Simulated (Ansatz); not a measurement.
```xyz
8

F     0.064    1.500   -2.128
C     0.008    0.548   -1.199
B     0.091    0.811    0.232
Si   -0.040   -0.841    1.110
F    -0.206   -2.220    0.332
H    -0.107   -0.421   -1.684
H     0.216    1.853    0.794
H    -0.025   -1.229    2.544
```

Total charge 0; spin multiplicity 1. The bonds changed during the relaxation, so this is another structure than the one it started from.

(1) List the r2SCAN/def2-TZVPP orbital energies in eV (Ansatz 0.2.0). (Estimate.)

Answers

(1) The calculation gave: Occupied: -1792.80, -667.07, -666.98, -275.47, -179.28, -143.16, -98.13, -98.04, -97.89, -32.61, -32.14, -17.93, -14.90, -13.57, -13.24, -12.07, -11.84, -11.73, -11.35, -10.22, -8.50, -7.98, -6.04. Lowest empty: -3.39, -0.86, 0.05, 0.25, 1.92, 2.22, 2.80, 2.95.
